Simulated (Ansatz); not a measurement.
```yaml
crystal:
  periodic: [false, false, false]
  atoms:
    - {symbol: Hf, position_ang: [-0.759836, 0.726606, 0.737749]}
    - {symbol: B, position_ang: [-1.253979, 0.165579, -1.547631]}
    - {symbol: B, position_ang: [-0.268497, 1.440205, -1.536294]}
    - {symbol: B, position_ang: [-0.620773, -1.669968, 1.693295]}
    - {symbol: B, position_ang: [0.785177, -1.031032, 1.252614]}
    - {symbol: B, position_ang: [-0.278850, -1.628304, -0.022173]}
    - {symbol: B, position_ang: [1.563138, 1.943637, 0.513328]}
    - {symbol: B, position_ang: [1.254656, 0.854390, -0.820421]}
    - {symbol: B, position_ang: [1.047886, -0.734452, -0.455300]}
    - {symbol: B, position_ang: [-1.827993, -1.031527, -0.672340]}
    - {symbol: B, position_ang: [0.610897, 2.442501, -0.659255]}
    - {symbol: B, position_ang: [-1.863895, -1.827232, 0.711750]}
    - {symbol: B, position_ang: [1.612058, 0.349607, 0.804686]}
basis:
  gaussian: {orbitals: def2-TZVP, initial_orbitals: start.molden}
magnetization: {spin_polarized: true, initial_magnetization: 4}
hamiltonian: {xc: {name: CAM-B3LYP}, dispersion: d4}
scf: {omitted_lower_state_checks: [starts]}
output: {orbitals: {seedname: orbitals}}
```

The file start.molden holds the orbitals of an earlier run on this structure, at another level or in another basis.

```sh
$ ansatz run in.yaml --threads 4 --pin off --events-out ev --progress --plain --max-ram 6963MiB
```

Q: Does this run fit into the memory that it is given?

A: No. It has 412 basis functions, and Ansatz plans for 7.03 GiB where 6.79 GiB are given.
